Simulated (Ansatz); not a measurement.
A made-up structure of ZnBNH₂, singlet:

| atom | x (Å) | y (Å) | z (Å) |
| --- | --- | --- | --- |
| B1 | -1.4548 | -0.3092 | -0.3886 |
| N2 | -0.2724 | -0.0583 | -0.0734 |
| Zn3 | 1.4284 | 0.3034 | 0.3813 |
| H4 | 1.8461 | -0.8514 | -0.5313 |
| H5 | 2.8645 | 0.6089 | 0.7654 |

It is relaxed with PBE-D4/def2-SVP and then PBE0-D4/def2-TZVP (Ansatz 0.2.0). Atoms count as bonded within 1.22 times the sum of their covalent radii (H–H: 0.88 Å). The end point is not checked to be a true minimum.

Problem. Does its bonding change? (Judge from chemistry; the calculation decides.)

Solution. By the calculation: Yes. Formed: B1–Zn3, N2–H4; broken: N2–Zn3, Zn3–H4.

Where it ends: The first stage lowers the energy by 5.22 eV in 29 steps. It ends as ZnBNH₂ ([NH][B][ZnH]):
```xyz
5
angstrom
B 0.6615 -0.3277 -0.2108
N 0.0140 -1.1121 -0.9223
Zn 1.7166 0.9489 0.9470
H -0.5032 -1.7395 -1.4918
H 2.5228 1.9239 1.8312
```

Labels in which every atom is bracketed show which atoms are joined, not bond orders.

For scale, one of the runs: PBE0-D4/def2-TZVP relaxation, 122 basis functions, launched by `ansatz run in.yaml --threads 2 --pin off --events-out ev --progress --plain --max-ram 4352MiB`. The run took about 11 s on 2 CPU threads of an Arm Neoverse V1 (shared host).
